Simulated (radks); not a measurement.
Results of a calculation; reference values are marked as such.
Species: Os2+. Configuration: [Xe] 4f12.5 5d6.5 6p1 (fractional occupations, a model configuration). Level of theory: scalar-relativistic Kohn-Sham, PBE, spin-unpolarised, spherical densities, point nucleus (a radial shooting solver on a logarithmic mesh with Libxc functionals).

Normalised radial functions P(r) = r R(r), r in bohr:

r	4p
0.001043	0.0054
0.001658	0.0116
0.002616	0.0247
0.004128	0.0520
0.006512	0.1072
0.01036	0.2137
0.01634	0.3871
0.02578	0.6022
0.041	0.6929
0.06469	0.3164
0.1021	-0.5876
0.161	-0.9572
0.2561	0.4244
0.4041	1.7162
0.6376	1.0478
1.014	0.1776
1.6	0.0067
2.524	0.0000
3.983	0.0000
6.334	0.0000
9.993	0.0000

4p: eigenvalue -511.64 eV, 2 radial nodes at r = 0.0772, 0.231 bohr, <r> = 0.457 bohr, 90 % of the charge inside 0.663 bohr.
